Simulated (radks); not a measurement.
Problem. The table gives one normalised radial function P(r) = r R(r) (large component) of Ce18+ in [Kr] 4d4 (r in bohr). All-electron calculation, Dirac Kohn-Sham, BLYP, spin-unpolarised, spherical densities, finite nucleus; open shells fill j = l - 1/2 first; Fermi nuclear charge, rms radius 4.8771 fm. Program: a radial shooting solver on a logarithmic mesh with Libxc functionals.

r	P
0.0009808	0.0053
0.001124	0.0063
0.001277	0.0073
0.001463	0.0087
0.001663	0.0102
0.001905	0.0121
0.002165	0.0144
0.002481	0.0172
0.00282	0.0205
0.00323	0.0247
0.003672	0.0295
0.004207	0.0358
0.004781	0.0429
0.005477	0.0522
0.006225	0.0628
0.007132	0.0764
0.008106	0.0918
0.009287	0.1115
0.01056	0.1335
0.01209	0.1612
0.01374	0.1917
0.01562	0.2268
0.0179	0.2693
0.02034	0.3138
0.0233	0.3654
0.02649	0.4164
0.03035	0.4709
0.03449	0.5192
0.03951	0.5622
0.04491	0.5892
0.05145	0.5958
0.05848	0.5735
0.067	0.5113
0.07614	0.4104
0.08724	0.2554
0.09915	0.0670
0.1136	-0.1671
0.1291	-0.4001
0.1479	-0.6309
0.1681	-0.7972
0.1926	-0.8801
0.2189	-0.8384
0.2488	-0.6636
0.285	-0.3375
0.324	0.0706
0.3712	0.5507
0.4218	0.9741
0.4833	1.3161
0.5493	1.4825
0.6293	1.4719
0.7153	1.3065
0.8195	1.0248
0.9314	0.7287
1.067	0.4467
1.213	0.2475
1.389	0.1136
1.579	0.0467
1.809	0.0149
2.056	0.0041
2.356	0.0008
2.677	0.0001
3.068	0.0000
3.486	0.0000

Which n and l does it have? It may be an empty orbital.

Solution. n = 4, l = 1: the number of nodes gives n - l - 1 = 2, the rise at small r points to l (for j = l - 1/2 the large component starts outside the nucleus as r^gamma with gamma = sqrt(l^2 - (Z/c)^2) = 0.91 and the r^(l+1) term takes over further out; the orbital of l - 1 with the same j starts with the same power, but with a larger coefficient, and does not steepen), and the extent must fit the shell. The curve is that of 4p1/2; the two j differ most near the nucleus, where j = l - 1/2 has the larger amplitude, and in heavy atoms j = l - 1/2 is also the more compact. 4p1/2: eigenvalue -611.63 eV, 2 radial nodes at r = 0.103, 0.317 bohr, <r> = 0.615 bohr, 90 % of the charge inside 0.884 bohr.
